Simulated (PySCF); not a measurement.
**Ionisation energy of Pt³⁹⁺ by level of theory**

Pt³⁹⁺ [Kr] 4d3 (4F) → Pt⁴⁰⁺ [Kr] 4d2 (3F), as a difference of total energies. All numbers are calculated (PySCF 2.14, no relativity, point nucleus, in an uncontracted even-tempered set (18 s from 3.9 bohr⁻², ratio 2.5; 12 p from 5.1 bohr⁻², ratio 2.5; 9 d from 5.1 bohr⁻², ratio 2.5; 4 f from 22 bohr⁻², ratio 2.7; 3 g from 33 bohr⁻², ratio 2.7)). Correlated levels: outer shells: [Ar] 3d10 frozen; virtual orbitals above 40 to 60 times the deepest correlated orbital energy dropped. The calculations carry no spin-orbit coupling.

```json
{"method": "UHF", "ionisation energy (eV)": "1809.3"}
{"method": "LDA", "ionisation energy (eV)": "1810.9"}
{"method": "PBE", "ionisation energy (eV)": "1810.9"}
{"method": "PBE0", "ionisation energy (eV)": "1811.0"}
{"method": "r2SCAN", "ionisation energy (eV)": "1811.3"}
{"method": "TPSS", "ionisation energy (eV)": "1810.4"}
{"method": "PW91", "ionisation energy (eV)": "1811.1"}
{"method": "MP2 (outer shells)", "ionisation energy (eV)": "1809.2"}
{"method": "SCS-MP2 (outer shells)", "ionisation energy (eV)": "1809.0"}
```

Spin-orbit coupling is strong in these open shells (close to jj coupling). The scalar numbers leave it out and a first-order estimate fails, so it can dominate the gap to the real levels.

All relativistic terms are absent from these numbers, so their closeness to the reference says little about the methods.

For comparison: 1821 ± 4 eV (theoretical estimate listed by NIST; NIST Atomic Spectra Database, ionization energies).
